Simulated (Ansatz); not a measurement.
ClFH4Si2 (`F[SiH]([SiH3])Cl`), 8 atoms. Total charge 0; spin multiplicity 1. All runs use 2 threads of a server CPU on a shared host. Correlated methods freeze the cores.

Question: Give the basis size and wall time and peak host memory of each of these runs in Ansatz. RKS ωB97M-V/def2-QZVPP energy; RKS B3LYP-D4/def2-TZVPP energy and forces; RKS B97M-V/def2-TZVPP energy; RKS ωB97M-V/def2-SVP energy; RHF-MP2/def2-QZVPP energy; RKS ωB97X-V/def2-TZVPP energy; RKS PBE0-D4/def2-TZVP relaxation (6 steps); direct RPA on PBE orbitals/def2-TZVPP energy; RKS r2SCANh-D4/def2-TZVPP energy; RKS PBE0-D4/def2-QZVPP energy; RHF-CCSD(T)/def2-SVP energy; RHF-CCSD(T)/def2-TZVPP energy. (Estimate.)

Answer: Ansatz gave: Other jobs shared the machine, so times are rough.

```json
{"level": "RHF-CCSD(T)/def2-SVP", "job": "energy", "functions": "88", "wall time": "2.9 s", "peak host memory (GiB)": "0.24"}
{"level": "direct RPA on PBE orbitals/def2-TZVPP", "job": "energy", "functions": "213", "wall time": "6.5 s", "peak host memory (GiB)": "0.39"}
{"level": "RKS B3LYP-D4/def2-TZVPP", "job": "energy and forces", "functions": "213", "wall time": "7 s", "peak host memory (GiB)": "0.56"}
{"level": "RKS ωB97M-V/def2-SVP", "job": "energy", "functions": "88", "wall time": "7.5 s", "peak host memory (GiB)": "0.25"}
{"level": "RKS r2SCANh-D4/def2-TZVPP", "job": "energy", "functions": "213", "wall time": "8.5 s", "peak host memory (GiB)": "0.51"}
{"level": "RKS PBE0-D4/def2-QZVPP", "job": "energy", "functions": "387", "wall time": "12 s", "peak host memory (GiB)": "1.3"}
{"level": "RKS ωB97X-V/def2-TZVPP", "job": "energy", "functions": "213", "wall time": "12 s", "peak host memory (GiB)": "0.6"}
{"level": "RKS B97M-V/def2-TZVPP", "job": "energy", "functions": "213", "wall time": "15 s", "peak host memory (GiB)": "0.33"}
{"level": "RHF-MP2/def2-QZVPP", "job": "energy", "functions": "387", "wall time": "23 s", "peak host memory (GiB)": "1.6"}
{"level": "RKS ωB97M-V/def2-QZVPP", "job": "energy", "functions": "387", "wall time": "29 s", "peak host memory (GiB)": "1.4"}
{"level": "RKS PBE0-D4/def2-TZVP", "job": "relaxation (6 steps)", "functions": "166", "wall time": "30 s", "peak host memory (GiB)": "0.39"}
{"level": "RHF-CCSD(T)/def2-TZVPP", "job": "energy", "functions": "213", "wall time": "100 s", "peak host memory (GiB)": "2.7"}
```

B3LYP here is the variant with VWN-RPA as its local correlation; programs differ in this.
